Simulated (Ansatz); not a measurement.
The cluster B2N2, relaxed as a singlet with RKS r2SCAN-D4/def2-TZVP in Ansatz, starting from the GFN1-xTB geometry. Force threshold 0.02 eV/Å.

The restricted singlet is unstable: a solution with broken spin symmetry lies lower. An occupied level of the charge 0 singlet lies above an empty one (by up to 0.05 eV), so this SCF solution is probably not the lowest. At r2SCAN-D4/def2-TZVP a triplet of charge 0 lies 1.06 eV below the restricted singlet, each at its own geometry. The structure comes from a short search, and lower isomers may exist.

Start:

```xyz
4

B    -0.105    0.442    0.663
B     0.106   -0.442   -0.663
N    -0.120    1.191   -0.416
N     0.120   -1.191    0.416
```

```tsv
step	energy (eV)	largest force component (eV/Å)	SCF passes
1	-4326.2488	2.219	92
2	-4326.4498	1.693	44
3 (rejected)	-4326.1095	7.012	25
4	-4326.8487	0.831	52
5	-4326.9183	0.196	31
6	-4326.9193	0.004	26
```

Force components are those of the run's own axes.

End:

Cartesian coordinates in Å:
```
B -0.0876 0.2881 0.6829
B 0.0877 -0.2881 -0.6829
N -0.1027 1.0872 -0.4719
N 0.1027 -1.0873 0.4719
```

By distances, no bond broke or formed. The bond that changes most is B2–N3, from 1.67 to 1.40 Å (atoms count from 1).

No frequencies were taken in this run, so the end may be a saddle point.

Run time 7.5 s (4 threads of Arm Neoverse V1 on a shared host).
